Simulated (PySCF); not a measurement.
```xyz
3

F      1.4237    -0.2754     0.0000
Al    -0.0001     0.5515     0.0000
F     -1.4235    -0.2762     0.0000
```

Charge 0, multiplicity 2.

Task: Give the Mulliken and meta-Löwdin atomic charges from M06-2X/def2-TZVP // PBE0-D3(BJ)/def2-TZVP run with PySCF.

Result: 
```tsv
atom	Mulliken (e)	meta-Löwdin (e)
F1	-0.34	-0.54
Al2	0.67	1.08
F3	-0.34	-0.54
```
